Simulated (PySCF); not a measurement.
HLiO, charge +1, doublet, at a GFN2-xTB geometry (such geometries of metal compounds can be far from the true shape) (a state made from the parent by changing its charge; the spin is typed, not shown lowest). Base run: PySCF with B3LYP/6-31G.

PySCF was given this input:
```python
from pyscf import gto, scf, dft, solvent

mol = gto.M(
    atom='''
Li   -0.000000   -0.000000   -1.424971
O     0.000000    0.000000    0.366639
H     0.000000    0.000000    1.341799
''',
    basis='6-31g',
    charge=1,
    spin=1,
    verbose=3,
)

mf = dft.UKS(mol)
mf.xc = 'b3lyp'
mf.kernel()
mf.analyze()
```

Variants of this job, named by their change:

```
change                                                          ΔE vs base (kJ/mol)
--------------------------------------------------------------  -------------------
base                                                                           0.00
model = IEF-PCM; solvent = dichloromethane; r_probe = 0.5                    -208.9
model = IEF-PCM; solvent = n-hexane                                          -135.3
model = ddCOSMO; solvent = dichloromethane                                   -367.3
model = IEF-PCM; solvent = dichloromethane                                   -256.9
model = IEF-PCM; solvent = dichloromethane; vdw_scale = 1.4                  -223.1
model = IEF-PCM; solvent = dichloromethane; lebedev_order = 41               -256.9
model = IEF-PCM; solvent = dichloromethane; vdw_scale = 1.1                  -279.6
model = IEF-PCM; solvent = methanol                                          -280.6
model = SS(V)PE; solvent = dichloromethane                                   -253.8
model = IEF-PCM; solvent = dichloromethane; lebedev_order = 11               -256.4
model = IEF-PCM; solvent = dimethylsulfoxide                                 -283.3
```

The base is the gas phase, so ΔE is the electrostatic part of solvation at a fixed geometry, without cavity and dispersion terms.

Open shells are given as the SCF converged; they aren't shown to be the lowest states, and a large step between rows can be another state.
